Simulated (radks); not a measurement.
Values are calculated unless marked as measured or tabulated.
Species: the europium ion Eu3+. Configuration: [Xe] 4f6. Code: a radial shooting solver on a logarithmic mesh with Libxc functionals. Model: Dirac Kohn-Sham, relativistic LDA (MacDonald-Vosko exchange, VWN5 correlation), spin-unpolarised, spherical densities, finite nucleus; open shells fill j = l - 1/2 first; Fermi nuclear charge, rms radius 5.1115 fm.

Normalised radial functions P(r) = r R(r) (large component), r in bohr:

r	5s1/2	5p1/2
0.000799	0.0352	0.0022
0.0009154	0.0394	0.0026
0.001057	0.0443	0.0030
0.001211	0.0495	0.0035
0.001399	0.0555	0.0042
0.001603	0.0618	0.0050
0.001836	0.0686	0.0059
0.00212	0.0764	0.0070
0.002429	0.0843	0.0084
0.002783	0.0927	0.0100
0.003214	0.1021	0.0121
0.003683	0.1113	0.0145
0.004253	0.1212	0.0177
0.004873	0.1305	0.0213
0.005582	0.1395	0.0258
0.006447	0.1481	0.0315
0.007386	0.1549	0.0380
0.008462	0.1598	0.0459
0.009773	0.1620	0.0558
0.0112	0.1605	0.0670
0.01293	0.1540	0.0808
0.01481	0.1421	0.0960
0.01697	0.1238	0.1131
0.0196	0.0963	0.1331
0.02246	0.0623	0.1535
0.02594	0.0180	0.1755
0.02971	-0.0309	0.1956
0.03404	-0.0844	0.2130
0.03932	-0.1423	0.2258
0.04504	-0.1930	0.2296
0.0516	-0.2334	0.2219
0.0596	-0.2566	0.1974
0.06828	-0.2524	0.1560
0.07885	-0.2134	0.0915
0.09034	-0.1415	0.0124
0.1035	-0.0384	-0.0791
0.1195	0.0929	-0.1793
0.1369	0.2187	-0.2626
0.1569	0.3211	-0.3181
0.1812	0.3742	-0.3281
0.2076	0.3490	-0.2789
0.2398	0.2319	-0.1613
0.2747	0.0473	0.0003
0.3147	-0.1756	0.1850
0.3634	-0.3961	0.3639
0.4164	-0.5293	0.4732
0.4809	-0.5381	0.4865
0.5509	-0.4020	0.3853
0.6312	-0.1431	0.1825
0.729	0.2094	-0.1070
0.8351	0.5459	-0.4009
0.9568	0.8191	-0.6630
1.105	0.9886	-0.8601
1.266	1.0182	-0.9455
1.462	0.9272	-0.9270
1.675	0.7631	-0.8250
1.919	0.5679	-0.6709
2.216	0.3711	-0.4881
2.539	0.2215	-0.3272
2.909	0.1171	-0.1974
3.36	0.0514	-0.1017
3.849	0.0202	-0.0475
4.445	0.0062	-0.0181
5.093	0.0017	-0.0061

5s1/2: eigenvalue -72.771 eV, 4 radial nodes at r = 0.0273, 0.108, 0.283, 0.671 bohr, <r> = 1.35 bohr, 90 % of the charge inside 1.94 bohr. 5p1/2: eigenvalue -53.994 eV, 3 radial nodes at r = 0.0921, 0.275, 0.693 bohr, <r> = 1.50 bohr, 90 % of the charge inside 2.18 bohr.
